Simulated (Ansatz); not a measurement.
Geometry optimisation, RKS PBE0-D4/def2-SVP in Ansatz 0.2.0.

input.yaml

```yaml
crystal:
  periodic: [false, false, false]
  atoms:
    - { symbol: B, position_ang: [0.0, 0.0, 0.0] }
    - { symbol: F, position_ang: [0.0, 0.0, 1.32] }
    - { symbol: O, position_ang: [1.2211, 0.0, -0.705] }
    - { symbol: H, position_ang: [1.5209, -0.9519, -0.8599] }
    - { symbol: O, position_ang: [-1.2211, 0.0, -0.705] }
    - { symbol: H, position_ang: [-1.7308, -0.8467, -0.4965] }
basis:
  gaussian: { orbitals: def2-SVP }
hamiltonian:
  xc: pbe0
  dispersion: d4
relax:
  f_tol: 0.02
  max_steps: 40
```

Launched with:

```bash
$ ansatz run input.yaml --threads 1 --pin off --max-ram 2048MiB --backend cpu --events-out ev --progress --plain --runs-dir out
```

Task: Where does it end, and by what steps?

Result: It converged. After 8 steps the energy has fallen by 0.991 eV; H4 moved furthest, 0.61 Å.

| step | energy less start (eV) | largest force component (eV/Å) | accepted |
| --- | --- | --- | --- |
| 0 | 0.0000 | 2.158 | yes |
| 1 | -0.2137 | 2.518 | yes |
| 2 | -0.3441 | 2.310 | yes |
| 3 | -0.5612 | 2.415 | yes |
| 4 | -0.8760 | 0.511 | yes |
| 5 | -0.9806 | 0.578 | yes |
| 6 | -0.9868 | 0.196 | yes |
| 7 | -0.9890 | 0.245 | yes |
| 8 | -0.9907 | 0.013 | yes |

```xyz
6
Properties=species:S:1:pos:R:3
B 0.050 -0.207 0.046
F -0.196 0.167 1.302
O 1.335 -0.253 -0.363
H 1.409 -0.531 -1.281
O -0.974 -0.530 -0.786
H -1.835 -0.445 -0.364
```

Whether the end is a true minimum wasn't checked by a vibrational analysis.

The run took 15 s on 1 thread of Arm Neoverse V2, on a shared host, peak memory 0.13 GiB.
